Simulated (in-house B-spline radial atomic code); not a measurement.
Atomic self-consistent-field run: Mg (an excited or competing configuration). Level of theory: Dirac-Hartree-Fock, average of configuration, Fermi nucleus of rms radius 3.057 fm; calculated with a B-spline radial code for spherical atoms.

Command:
```bash
python run_scf.py task.json out
```
Settings (nuclear radius in fm, mass in u):
```
Z                12
configuration    [Ne] 3s1 6p1
hamiltonian      dirac
method           hf
spin_polarised   False
nucleus          fermi
rms_radius       3.057
atomic_mass      23.98504
speed_of_light   137.035999084
```

Output (hartree, bohr):
```
 radial grid: 94 intervals, B-splines of order 8, outer radius 144.5 bohr

 iter        energy (Eh)    residual
    1       -199.4040459    2.14e-01
    2       -199.6858212    3.55e-02
    3       -199.7093777    1.17e-02
    4       -199.7119628    3.85e-03
    5       -199.7122388    1.55e-03
    6       -199.7122769    6.25e-05
    7       -199.7122769    1.90e-06
    8       -199.7122769    6.08e-08

 total energy                     -199.712277
 kinetic                            200.35478
 electron-nucleus                  -476.92641
 electron-electron                   76.85935

 first-order corrections (not in the total)
   Gaunt                            0.03386
   retardation                     -0.00205
   frequency dependence            -0.00001
   self-energy                      0.02183
   Uehling                         -0.00126
   Wichmann-Kroll                   0.00000
   recoil                           0.00394

 orbital      occ     eigenvalue          <r>       <r^2>       <1/r>       r_max    small
 1s1/2      2.000      -49.41323     0.130277    0.022859     11.6411     0.08514  1.79e-03
 2s1/2      2.000       -4.06015     0.688895    0.568948     2.11551      0.5451  2.33e-04
 2p1/2      2.000       -2.57117     0.681892    0.591773     1.96093      0.4822  2.07e-04
 2p3/2      4.000       -2.55959     0.683994    0.595277     1.95344      0.4837  2.07e-04
 3s1/2      1.000       -0.50507      2.83941     9.24553    0.455739       2.392  1.98e-05
 6p1/2      0.333       -0.02042       35.883     1444.43   0.0393694       38.02  6.67e-07
 6p3/2      0.667       -0.02041      35.8995     1445.76   0.0393487       38.04  6.67e-07
```

Time taken, with all properties: 2.5 s on 1 thread of Arm Neoverse V1 (shared host).

For the Dirac Hamiltonian the kinetic term is c α·p + (β - 1)c².
